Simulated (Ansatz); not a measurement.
This geometry of BrH + Cl2H2OSi (8 atoms, charge 0, multiplicity 1) is a first-order saddle point.

The calculation used Ansatz, RKS B3LYP/def2-SVP.

```xyz
8
Properties=species:S:1:pos:R:3
Si -0.468 -0.477 -0.273
O 0.852 0.346 0.677
Cl 0.308 -1.446 -1.898
Cl -0.610 -1.985 1.213
H -1.850 0.011 -0.293
H 0.867 1.315 0.257
Br -0.015 2.030 -1.323
H 0.915 0.205 1.640
```

Which two structures does it join? (They come from a converged band through this point; their orientation in space is the band's.)

Bonds broken: Si1–O2, H6–Br7. Bonds formed: Si1–Br7, O2–H6. BrH + Cl2H2OSi becomes BrCl2HSi + H2O.

First end point:

```xyz
8
Properties=species:S:1:pos:R:3
Si -0.489 -1.017 -0.136
O 0.577 0.169 0.326
Cl 0.436 -2.359 -1.399
Cl -1.173 -2.042 1.518
H -1.596 -0.333 -0.820
H 0.467 2.119 -0.026
Br 0.402 3.536 -0.279
H 1.375 -0.073 0.816
```

Last end point:

```xyz
8
Properties=species:S:1:pos:R:3
Si -1.099 -0.446 -0.600
O 1.965 0.389 0.745
Cl 0.310 -1.392 -1.744
Cl -1.015 -1.060 1.372
H -2.441 -0.780 -1.114
H 1.699 1.285 0.494
Br -0.888 1.773 -0.714
H 1.469 0.231 1.560
```

How far does it lie above each of them?

1.05 eV above the first and 0.66 eV above the second. This is the barrier of this one path; another mechanism may lie lower. The orbitals stay closed-shell, which can raise the energy where a bond breaks towards radicals; this wasn't checked here.

Run time: 6.5 min on 2 threads of Intel(R) Xeon(R) Platinum 8488C (Sapphire Rapids), on a shared host, peak memory 0.33 GiB.
